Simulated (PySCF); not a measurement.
PBE on B (boron, neutral), [He] 2s1 2p1 3d1, one real determinant (an excited configuration). Calculation: PySCF 2.14, in aug-cc-pVTZ; the non-relativistic Hamiltonian (point nucleus).

```
cycle= 1 E= -24.1873540023077  delta_E= -0.00196  |g|= 0.00619  |ddm|= 0.227
cycle= 2 E= -24.1873612366932  delta_E= -7.23e-06  |g|= 0.00064  |ddm|= 0.0199
cycle= 3 E= -24.1873613130684  delta_E= -7.64e-08  |g|= 3.87e-05  |ddm|= 0.000947
cycle= 4 E= -24.1873613146928  delta_E= -1.62e-09  |g|= 5.85e-06  |ddm|= 0.000265
cycle= 5 E= -24.187361314728  delta_E= -3.52e-11  |g|= 5.61e-07  |ddm|= 4.17e-05
converged SCF energy = -24.187361314728  <S^2> = 3.7500034  2S+1 = 4.0000017
```

Highest occupied orbital energy: 0.571 eV; ⟨L²⟩ = 8.00; populations by l: s 3.00, p 1.00, d 1.00, f 0.00.

Can this result be used?

Not for this state. Self-consistency was reached. ⟨L²⟩ = 8.00 against 12 for a pure F term, so this real determinant mixes terms. The outer electron is Rydberg-like, and this basis confines it to a smaller radius and binds it less than a complete one would. At PBE the highest occupied level has a positive energy, so only the finite basis holds that electron; for this excited configuration the basis is too tight for the outer shell.
